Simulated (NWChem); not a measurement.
System: BH3S3; SMILES SB(S)S

```xyz
7

B      0.0056     0.0111     0.0000
S     -1.7962    -0.1703     0.0000
H     -1.8252    -1.5206     0.0000
S      0.6023     1.7196     0.0000
H      1.9243     1.4522     0.0000
S      1.0257    -1.4833     0.0000
H      2.2441    -0.9023     0.0000
```
Atoms are numbered in this order, from 1.

Computed with NWChem. Coordinates come from a PBE0/def2-SVP optimisation. Level: PBE0/def2-SVPD; the question gives the wavelength of the field.

### Question
Estimate the computed values for field 1065 nm. Quantities: isotropic polarisability (bohr³); anisotropy (bohr³).

### Answer
```
Property                          Value
--------------------------------  -----
isotropic polarisability (bohr³)   79.6
anisotropy (bohr³)                 32.0
```
